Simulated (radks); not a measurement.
Task: Valence configurations of Fe I (all share [Ar]). All-electron calculation, Dirac Kohn-Sham, PBE, spin-unpolarised, spherical densities, finite nucleus; open shells are shared between the two j in proportion to 2j + 1; Fermi nuclear charge, rms radius 3.7377 fm. Program: a radial shooting solver on a logarithmic mesh with Libxc functionals. Order these by energy: 3d3 4s1 4p4; 3d7 4s0.5 4p0.5; 3d4 4s1 4p3; 3d4 4s2 4p2; 3d6.5 4s1.5; 3d5 4s2 4p1; 3d5.5 4s2 4p0.5; 3d6 4s2; 3d7 4s1; 3d6.5 4s1 4p0.5.

Result: From the lowest, in eV above it: 3d7 4s1 0.000; 3d6.5 4s1.5 0.064; 3d6 4s2 0.791; 3d7 4s0.5 4p0.5 1.728; 3d6.5 4s1 4p0.5 1.930; 3d5.5 4s2 4p0.5 4.501; 3d5 4s2 4p1 9.538; 3d4 4s2 4p2 24.025; 3d4 4s1 4p3 29.780; 3d3 4s1 4p4 51.495. NIST lists [Ar] 3d6 4s2 as the ground configuration; this level of theory puts 3d7 4s1 lower, by 0.791 eV. The energies are those of spherical spin-averaged densities, not of single terms.
